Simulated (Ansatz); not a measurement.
Input file for Ansatz (a quantum-chemistry and plane-wave program): R-CCSD(T)/aug-cc-pVDZ on CH2F2N2 (a complex), monomers drawn apart or pushed together.

Ansatz 0.2 input:
```yaml
crystal:
  periodic: [false, false, false]
  atoms:
    - {symbol: N, position_ang: [0.35842510, 0.06215926, -0.26468266]}
    - {symbol: N, position_ang: [-0.49305022, -0.03038760, 0.41040955]}
    - {symbol: F, position_ang: [0.49361434, -1.36209453, 3.72157250]}
    - {symbol: C, position_ang: [-0.24738501, -0.32856736, 4.21067471]}
    - {symbol: F, position_ang: [0.38698915, 0.83804095, 3.90572143]}
    - {symbol: H, position_ang: [-0.30316397, -0.42217423, 5.29641177]}
    - {symbol: H, position_ang: [-1.22169466, -0.33479568, 3.72105958]}
basis:
  gaussian:
    orbitals: aug-cc-pVDZ
magnetization: {spin_polarized: false}
correlation: {method: ccsd_t, electrons: outside_noble_gas}
scf: {lower_state_search: off}
```

The head of its log:

```
WARN ansatz: RAYON_NUM_THREADS=1 ignored (pool sized by the plan → 1); use --threads N
Functional definition: HF
these checks for a lower state are left out or cut short: stability, starts, cluster_reference, orbital_swaps, neighbouring_geometries, increment
integrals: 0.29 GiB planned
1286 factors; integrals over basis functions are off by at most 7.1e-4 eV
mean field: 0.40 GiB planned
mean field evaluation 1: about -9437.5489 eV, gradient 2.9e1 eV
mean field evaluation 2: about -9437.6252 eV, gradient 3.0e1 eV
mean field evaluation 4: about -9439.4184 eV, gradient 3.0e0 eV
mean field evaluation 8: about -9439.4450 eV, gradient 1.6e-1 eV
mean field -9439.44514411 eV, -346.8932107605 hartree, gradient 1.2e-6 eV, S^2 0.000000; 0 other end points of the search recorded, 0 dependent functions left out
5 core orbitals not correlated
reference -9439.44514411 eV, -346.8932107605 hartree; 15, 15 occupied and 113, 113 virtual orbitals, 1286 factors
```

Q: What total energy does the run end on?

A: -347.8099 hartree (reference determinant -346.8932, T1 diagnostic 0.013).
